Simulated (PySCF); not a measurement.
# State search for YC

Unrestricted PBE0; basis Y def2-TZVPP with ECP28, C def2-TZVPP; scalar-relativistic core potentials; PySCF 2.14. Outer shells of the fragments: Y 4d1 5s2; C 2s2 2p2.

Followed along the bond (rough minima from three points):

```json
{"2Ms+1": "4", "unpaired": "σ ↑↑, π ↑", "⟨S²⟩ at the start": "3.77", "R at minimum (Å)": "2.00", "Te (eV)": "0.00"}
{"2Ms+1": "2", "unpaired": "π ↑", "⟨S²⟩ at the start": "1.79", "R at minimum (Å)": "2.03", "Te (eV)": "0.07"}
{"2Ms+1": "4", "unpaired": "σ ↑, π ↑↑", "⟨S²⟩ at the start": "3.90", "R at minimum (Å)": "2.21", "Te (eV)": "0.21"}
{"2Ms+1": "2", "unpaired": "σ ↓, π ↑↑", "⟨S²⟩ at the start": "1.84", "R at minimum (Å)": "2.12", "Te (eV)": "0.40"}
{"2Ms+1": "2", "unpaired": "σ ↑, π ↑↓", "⟨S²⟩ at the start": "1.78", "R at minimum (Å)": "2.15", "Te (eV)": "0.66"}
{"2Ms+1": "6", "unpaired": "σ ↑↑, π ↑↑, δ ↑", "⟨S²⟩ at the start": "8.75", "R at minimum (Å)": "2.25", "Te (eV)": "0.71"}
```

Solutions found at the starting distance of 2.175 Å, counted from the lowest of them; the search is not exhaustive and high or unbound solutions are not listed, so other states can lie among these:

```csv
2Ms+1,unpaired,term,E (eV),⟨S²⟩,⟨Lz²⟩,μ (D)
4,"σ ↑, π ↑↑",⁴Σ⁻,0.00,3.90,0.00,-2.14
2,π ↑,mixed,0.01,1.79,1.01,-4.46
4,"σ ↑↑, π ↑",⁴Π,0.05,3.77,1.07,-5.43
2,"σ ↓, π ↑↑",mixed,0.21,1.84,0.00,-4.98
2,"σ ↑, π ↑↓",mixed,0.44,1.78,2.04,-4.54
6,"σ ↑↑, π ↑↑, δ ↑",⁶Δ,0.53,8.75,4.01,-3.03
2,"π ↑↑, δ ↓",mixed,0.68,2.69,4.01,-2.58
4,"π ↑↑, δ ↑",mixed,0.90,4.51,4.00,-2.04
2,σ ↑,²Σ⁺,0.94,0.76,0.00,-7.60
6,"σ ↑↑, π ↑↑↑",⁶Π,1.04,8.75,1.01,-0.92
```

A term symbol is given only where ⟨S²⟩ and ⟨Lz²⟩ are close to those of a pure state; real π, δ and φ orbitals otherwise mix terms. A positive dipole means Y(−)C(+).

Task: Compare the gap between the two lowest followed solutions at the starting distance with the gap between their minima.

Result: At PBE0 the second solution (Ms = 0.5 of mixed spin, unpaired electrons π ↑) lies -0.04 eV from the first (quartet, unpaired electrons σ ↑↑, π ↑) at 2.175 Å and +0.07 eV at the minima; the two curves relax by different amounts, since their minima lie near 2.03 and 2.00 Å.

Spin–orbit coupling is left out. The state is the lowest single determinant that the PBE0 search found; with open d or f shells the true ground state can be another one.
